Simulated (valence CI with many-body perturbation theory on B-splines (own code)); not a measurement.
Level structure of Re2+

Calculated by relativistic CI+MBPT: five valence electrons over a frozen Dirac-Fock core [Xe] 4f14, a basis of 7 s, 7 p, 8 d, 6 f, 4 g, 1 h functions for each j, with the one-electron correlation potential Σ1 (screened to all orders), the two-electron term Σ2, the three-electron term Σ3, Breit, model QED; selected single and double excitations, second order for the rest (own B-spline code, finite nucleus).

Against 66 measured levels this calculation errs by 1080 cm⁻¹ on average and by 1839 at most. These come from a selection out of Brasseur, Gamrath and Quinet, At. Data Nucl. Data Tables 157, 101636 (2024). Levels without a partner in it may be off by more, other configurations by 1,000 to 8,000 cm⁻¹. Among the levels kept, up to 2800 cm⁻¹ of a level comes from second order outside the variational space, and about a tenth of that is noise between levels of different J, which matters for small intervals. 3 measured levels below the end of the list, from 41405 cm⁻¹ on, found no clear computed partner.

Levels 181 to 215 of 215, with energies above the lowest level, 5d5 6S_5/2. "Leading %" is the weight of the configuration and term that name the level; weights of strongly mixed levels are sums over their largest components and can fall short. In the jj column 3d3/2^4 stands for four electrons in 3d with j = 3/2.

```
No.  Configuration  Term     J  E (eV)  Leading %    Second component                    Leading jj
181         5d4.6p   4G°   5/2  11.996         29     15 % 5d4.6p 2D°    5d3/2^3 5d5/2 6p3/2 (23 %)
182         5d4.6p   4F°   3/2  12.054         31     22 % 5d4.6p 4S°  5d3/2^2 5d5/2^2 6p3/2 (30 %)
183         5d4.6p   4D°   5/2  12.057         23     12 % 5d4.6p 4P°  5d3/2^2 5d5/2^2 6p1/2 (19 %)
184         5d4.6p   4H°  11/2  12.063         51     31 % 5d4.6p 2H°    5d3/2 5d5/2^3 6p1/2 (45 %)
185         5d4.6p   4D°   1/2  12.079         48  14 % 5d3.6s.6p 6F°    5d3/2 5d5/2^3 6p1/2 (35 %)
186      5d3.6s.6p   6G°   7/2  12.119         11     10 % 5d4.6p 4F°  5d3/2^2 5d5/2^2 6p3/2 (33 %)
187         5d4.6p   4G°   9/2  12.128         54     11 % 5d4.6p 4F°    5d3/2 5d5/2^3 6p1/2 (42 %)
188         5d4.6p   2D°   3/2  12.129         35     19 % 5d4.6p 4F°  5d3/2^2 5d5/2^2 6p3/2 (24 %)
189         5d4.6p   4H°  13/2  12.136         50     23 % 5d4.6p 4I°  5d3/2^2 5d5/2^2 6p3/2 (58 %)
190         5d4.6p   2G°   7/2  12.184         36     23 % 5d4.6p 4F°  5d3/2^2 5d5/2^2 6p3/2 (35 %)
191         5d4.6p   4F°   5/2  12.191         26     13 % 5d4.6p 4P°  5d3/2^2 5d5/2^2 6p3/2 (34 %)
192         5d4.6p   4I°  15/2  12.224         80     17 % 5d4.6p 2K°  5d3/2^2 5d5/2^2 6p3/2 (78 %)
193         5d4.6p   4D°   7/2  12.284         35     13 % 5d4.6p 4F°  5d3/2^2 5d5/2^2 6p3/2 (36 %)
194         5d4.6p   4F°   9/2  12.301         34      9 % 5d4.6p 2G°  5d3/2^2 5d5/2^2 6p3/2 (33 %)
195         5d4.6p   4D°   1/2  12.310         45  24 % 5d3.6s.6p 6F°  5d3/2^2 5d5/2^2 6p3/2 (40 %)
196      5d3.6s.6p   6F°   3/2  12.312         28     16 % 5d4.6p 4D°  5d3/2^2 5d5/2^2 6p3/2 (22 %)
197      5d3.6s.6p   6G°   9/2  12.337         32     14 % 5d4.6p 2H°  5d3/2^2 5d5/2^2 6p3/2 (29 %)
198      5d3.6s.6p   6F°   5/2  12.374         13     12 % 5d4.6p 2D°  5d3/2^2 5d5/2^2 6p3/2 (20 %)
199         5d4.6p   4G°   7/2  12.375         22     16 % 5d4.6p 2G°  5d3/2^2 5d5/2^2 6p3/2 (48 %)
200         5d4.6p   2I°  11/2  12.414         32     32 % 5d4.6p 4G°  5d3/2^2 5d5/2^2 6p3/2 (53 %)
201         5d4.6p   2P°   3/2  12.431         13     13 % 5d4.6p 4P°    5d3/2 5d5/2^3 6p3/2 (23 %)
202         5d4.6p   2G°   9/2  12.434         20     10 % 5d4.6p 2H°  5d3/2^2 5d5/2^2 6p3/2 (50 %)
203         5d4.6p   4P°   5/2  12.448         33     13 % 5d4.6p 4F°  5d3/2^2 5d5/2^2 6p3/2 (48 %)
204         5d4.6p   2P°   1/2  12.460         52     11 % 5d4.6p 2S°    5d3/2 5d5/2^3 6p1/2 (27 %)
205         5d4.6p   4G°  11/2  12.481         29     27 % 5d4.6p 4H°  5d3/2^2 5d5/2^2 6p3/2 (52 %)
206         5d4.6s    2S   1/2  12.566         90                         5d3/2^2 5d5/2^2 6s (49 %)
207         5d4.6p   2I°  13/2  12.580         48     24 % 5d4.6p 2K°    5d3/2 5d5/2^3 6p1/2 (61 %)
208         5d4.6p   2F°   7/2  12.582         22     11 % 5d4.6p 4G°    5d3/2 5d5/2^3 6p3/2 (38 %)
209         5d4.6p   2D°   3/2  12.590         15     13 % 5d4.6p 4F°    5d3/2 5d5/2^3 6p1/2 (30 %)
210         5d4.6p   2I°  11/2  12.598         44     14 % 5d4.6p 2H°  5d3/2^2 5d5/2^2 6p3/2 (40 %)
211      5d3.6s.6p   6F°   5/2  12.623         25      8 % 5d4.6p 4F°  5d3/2^2 5d5/2^2 6p3/2 (30 %)
212      5d3.6s.6p   6D°   1/2  12.631         65   6 % 5d3.6s.6p 6F°       5d3/2^3 6s 6p3/2 (31 %)
213         5d4.6p   4F°   9/2  12.640         13     10 % 5d4.6p 4G°  5d3/2^2 5d5/2^2 6p3/2 (37 %)
214         5d4.6p   4F°   7/2  12.663         24     12 % 5d4.6p 2F°  5d3/2^2 5d5/2^2 6p3/2 (26 %)
215         5d4.6p   2H°   9/2  12.676         17     11 % 5d4.6p 2G°  5d3/2^2 5d5/2^2 6p3/2 (37 %)
```

Names give the largest LS component (configuration and term), which can be under half, so a name can repeat, a term be missing and a line seem to break the LS rules; names also repeat where a configuration has a term twice.

Where two levels of one J and parity lie close, their mixing, g and order are uncertain.
